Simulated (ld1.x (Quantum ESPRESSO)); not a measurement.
## What one change does to a pseudopotential (Br (Z = 35), RRKJ)

| Property | Result |
| --- | --- |
| Element | bromine (Br) |
| Generator | ld1.x (Quantum ESPRESSO) 7.5 |
| Type | norm-conserving RRKJ (Kleinman–Bylander form) |
| Functional | PBEsol |
| Relativity | scalar-relativistic |
| Frozen core | [Ar] |
| Valence charge | 17 |
| Reference configuration | 3d10 4s1.75 4p5.25 |
| Partial waves | 4p (bound): rc 1.50 bohr; 3d (bound): rc 0.75 bohr; 4f channel at 0.05 Ry: rc 1.25 bohr; 4s (bound): rc 1.25 bohr |
| Local potential | the s channel |
| Core correction | none |

Change: all radii scaled by about 0.88 (s 1.10, p 1.32, d 0.66, f 1.10 bohr).

Cutoffs: the cutoffs (Ry, on a coarse ladder) from which the occupation-weighted sum of valence levels, in a spherical-Bessel basis at the reference potential, stays within 10 and 1 mRy of its value at 400 Ry; they do not see the model core or the augmentation charge, which bear on the density cutoff. Errors are all-electron minus pseudo energies relative to the spin-unpolarised reference configuration.

Question: Predict the effect on cutoff, ghosts and configuration errors.

Answer: Both files keep a bound ghost (p); of the 7 tests that both files solve, the error grows in 6 and shrinks in 0 by more than 15 % and 0.3 meV (median size 4.8 → 13.7 meV). That the errors move this way runs against the usual rule that smaller radii transfer better.

```csv
quantity,base,changed
"cutoff, loose",over 300 Ry,over 300 Ry
"cutoff, tight",over 300 Ry,over 300 Ry
loose cutoff by channel (10 mRy a level),"p 35 Ry, d 300 Ry, s 40 Ry","p 50 Ry, d over 300 Ry, s 70 Ry"
bound ghosts,p,p
"error for 3d10 4s2 4p5, meV [ΔE -3.08 eV]",0.0,-0.3
"error for 3d10 4s2 4p4, meV [ΔE 9.48 eV]",-4.8,-14
"error for 3d10 4s2 4p3, meV [ΔE 32.25 eV]",-16,-63
"error for 3d10 4s2 4p4.5, meV [ΔE 2.00 eV]",-1.5,-2.7
"error for 3d10 4s1 4p5, meV [ΔE 22.49 eV]",-11,-48
"error for 3d10 4s2 4p5.3, meV [ΔE -5.04 eV]",+0.1,-2.2
"error for 3d9 4s2 4p6, meV [ΔE 61.24 eV]",-1432,-1805
```

 A true bound ghost makes a file unfit for plane-wave use even where its test errors are small: the radial tests pick states by their node count and pass the ghost by.
